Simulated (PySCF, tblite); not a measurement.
Compound: tetrafluoroborate, BF₄ (charge -1).
Numbering: `[F:1][B-:2]([F:3])([F:4])[F:5]`

Computed with GFN2-xTB (tblite), gas phase: Langevin dynamics at 400 K from the optimised GFN2-xTB geometry, time step 0.5 fs, friction 0.01 fs⁻¹, 2000 steps. Over the second half of the run the saved frames average 484 K, 21 % above the target.

Frame at 250 fs, instantaneous temperature 302 K:
```
atom  x, y, z in Å
F1     -1.028    0.752    0.890
B2     -0.359    0.075   -0.110
F3      0.834   -0.506    0.357
F4     -1.243   -0.877   -0.765
F5      0.004    1.118   -0.979
```

Frame at 425 fs, instantaneous temperature 364 K:
```
atom  x, y, z in Å
F1     -0.903    0.593    0.987
B2     -0.464   -0.085   -0.262
F3      0.379   -1.108    0.095
F4     -1.564   -0.514   -0.907
F5     -0.039    0.959   -1.016
```

Frame at 625 fs, instantaneous temperature 706 K:
```
atom  x, y, z in Å
F1     -0.450    0.098    0.455
B2     -0.385   -0.528   -0.837
F3     -0.256   -1.881   -0.570
F4     -1.494   -0.367   -1.748
F5      0.668    0.170   -1.491
```

Frame at 800 fs, instantaneous temperature 142 K:
```
atom  x, y, z in Å
F1     -0.575   -0.067   -0.030
B2     -0.329   -0.800   -1.153
F3     -0.875   -2.064   -0.938
F4     -1.000   -0.096   -2.125
F5      1.069   -0.996   -1.405
```

Frame at 1000 fs, instantaneous temperature 412 K:
```
atom  x, y, z in Å
F1     -0.663    0.014    0.582
B2     -0.345   -0.577   -0.628
F3     -1.349   -1.377   -1.113
F4      0.003    0.413   -1.501
F5      0.774   -1.399   -0.505
```

**Question.** What do single points at PBE0/pcSseg-1 (PySCF, gas phase) give on these frames?

**Answer.** 
| t (fs) | GFN2-xTB E above start (eV) | DFT E above lowest frame (eV) | HOMO (eV) | LUMO (eV) |
| --- | --- | --- | --- | --- |
| 250 | 0.15 | 0.06 | -4.16 | 10.13 |
| 425 | 0.28 | 0.29 | -3.75 | 10.05 |
| 625 | 0.24 | 0.16 | -4.16 | 10.24 |
| 800 | 0.14 | 0.08 | -4.16 | 10.36 |
| 1000 | 0.05 | 0.00 | -4.11 | 10.54 |

The two levels order the frames alike by energy but for pairs within 0.08 eV at one level; measured from each level's lowest frame they differ by 0.06 eV at most. The HOMO–LUMO gap runs from 13.80 to 14.65 eV. These are instantaneous structures, not minima.

**Question.** And the isotropic GIAO shieldings (ppm) from the same runs?

**Answer.** 
```csv
atom,250 fs,425 fs,625 fs,800 fs,1000 fs,mean,range
F1,340.7,339.4,337.6,342.0,351.9,342.3,14.3
B2,103.0,104.2,102.1,104.2,105.1,103.7,3.0
F3,346.0,354.3,341.7,346.0,351.3,347.9,12.6
F4,347.7,342.2,339.2,346.2,348.4,344.7,9.2
F5,338.3,342.2,337.9,350.9,346.2,343.1,13.0
```

What follows is the cost of the whole dynamics run. The run took 3.7 s wall on one thread, Arm Neoverse V1 (aarch64) (shared host), and the process peaked at 0.18 GiB of memory.
